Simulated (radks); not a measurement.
The europium ion Eu+ inside a hard spherical wall (all orbitals vanish at R), configuration held at [Xe] 4f7 6s1 and not refilled when levels cross. Calculated with a radial shooting solver on a logarithmic mesh with Libxc functionals: scalar-relativistic Kohn-Sham, PBE, spin-polarised, spherical densities, finite nucleus; open shells are filled with parallel spins first (spin-orbit coupling, left out, can overturn this in heavy ions); Fermi nuclear charge, rms radius 5.1115 fm. Eigenvalues in eV for spin up, with the zero of energy where the potential of the charges vanishes at infinity; a dash marks a level that is unbound or too diffuse for the functional's potential to be trusted. A positive occupied level is held by the wall or, in an anion where self-interaction has pushed it up, behind a barrier. The pressure on the wall is -dE/dV.

R (bohr)  E (hartree)  kinetic (hartree)    e(5s)    e(5p)    e(4f)   e(6s)  e(5d, empty)  e(6p, empty)  pressure (GPa)
free      -10843.3988          11615.264  -51.914  -30.780  -10.308  -8.916        -7.573        -5.628               0
12        -10843.3988          11615.264  -51.912  -30.778  -10.306  -8.914        -7.571        -5.614        0.000559
10        -10843.3984          11615.268  -51.890  -30.757  -10.285  -8.894        -7.552        -5.529          0.0109
8         -10843.3946          11615.301  -51.746  -30.617  -10.142  -8.719        -7.418        -5.047           0.182
3.5       -10842.4826          11619.398  -45.566  -24.542   -2.998  12.840         2.092        25.811             271
2.5       -10838.0242          11637.380  -29.480   -6.025   15.817  77.238        29.213        101.34            4050
1.5       -10786.1735          11807.496   105.29   150.74   114.19  494.66        221.06        545.12          171000
